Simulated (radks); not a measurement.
Question: These are the eigenvalues of the occupied orbitals of an atom or ion with whole-number occupations (hartree). Calculated with a radial shooting solver on a logarithmic mesh with Libxc functionals: Dirac Kohn-Sham, PBE, spin-unpolarised, spherical densities, finite nucleus; Fermi nuclear charge, rms radius of each element as measured or else 0.836 A^(1/3) + 0.57 fm.

orbital  eigenvalue
1s1/2     -216.3352
2s1/2     -24.75708
2p1/2     -21.05881
2p3/2     -20.74091
3s1/2      -2.97404
3p1/2      -1.95151
3p3/2      -1.91436
3d3/2      -0.36362
3d5/2      -0.36069

Which element is it, and in what charge state? The configuration may be excited. Open shells, if any, fill j = l - 1/2 first.

Answer: Z = 24, chromium, charge +1: Cr+ in [Ar] 3d5. The list shows which subshells hold electrons but not how many an open one holds; the 1s level, -216.34 hartree, gives Z - s = 20.8 by -(Z - s)^2/2, which with screening and relativity narrows Z to a few neighbours, and the depths of the outer levels then fix element, charge and occupations together.
